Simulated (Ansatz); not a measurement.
```yaml
crystal:
  periodic: [false, false, false]
  atoms:
    - {symbol: O, position_ang: [0.582423, 0.855249, -0.667747]}
    - {symbol: Si, position_ang: [-0.211805, 0.137666, 0.565979]}
    - {symbol: Cl, position_ang: [-1.682516, -1.093308, -0.190381]}
    - {symbol: Br, position_ang: [1.283486, -1.027430, 1.711810]}
    - {symbol: H, position_ang: [0.078313, 1.054223, -1.461060]}
basis:
  gaussian: {orbitals: def2-SVPD, final_grid: {core_spheres: 1, valence_spheres: 1, degree: 5}}
total_charge: 1
hamiltonian: {xc: {name: wB97M-V}}
output: {forces: true}
```

```sh
$ ansatz run in.yaml --threads 4 --pin off --events-out ev --progress --plain --max-ram 10444MiB
```

It prints (some lines left out):

```
Functional definition: wB97M-V
1168 factors; integrals over basis functions are off by at most 1.0e-3 eV
385 factors; integrals over basis functions are off by at most 2.0e-5 eV
mean field evaluation 1: about -92474.1935 eV, gradient 6.5e1 eV
mean field evaluation 2: about -92463.9469 eV, gradient 9.7e1 eV
mean field evaluation 4: about -92482.3012 eV, gradient 3.6e0 eV
mean field evaluation 8: about -92483.4835 eV, gradient 6.0e1 eV
mean field evaluation 16: about -92485.6012 eV, gradient 7.2e-3 eV
mean field -92485.60124426 eV, -3398.7831567344 hartree, gradient 5.0e-5 eV, S^2 0.000000; 0 other end points of the search recorded, 0 dependent functions left out
reference -92485.60141446 eV, -3398.7831629891 hartree; 37, 37 occupied and 86, 86 virtual orbitals, 1168 factors
Total energy: -92485.60141446 eV, -3398.7831629891 hartree
Atom 0 at     0.582423     0.855249    -0.667747 Å, force    -6.680523    -2.190271     2.507734 eV/Å
Atom 1 at    -0.211805     0.137666     0.565979 Å, force     1.878860    -0.265508    -8.480482 eV/Å
Atom 2 at    -1.682516    -1.093308    -0.190381 Å, force     2.758834     2.762294     1.949590 eV/Å
Atom 3 at     1.283486    -1.027430     1.711810 Å, force    -0.570431     0.631402    -0.072311 eV/Å
Atom 4 at     0.078313     1.054223    -1.461060 Å, force     2.613260    -0.937918     4.095469 eV/Å
Dipole moment:    -0.375235     0.614203    -0.299729 e Å
```

**Question.** What is wrong with this run?

**Answer.** The integration grid is far too coarse. Self-consistency was reached. The result belongs to that input, not to the molecule as meant.
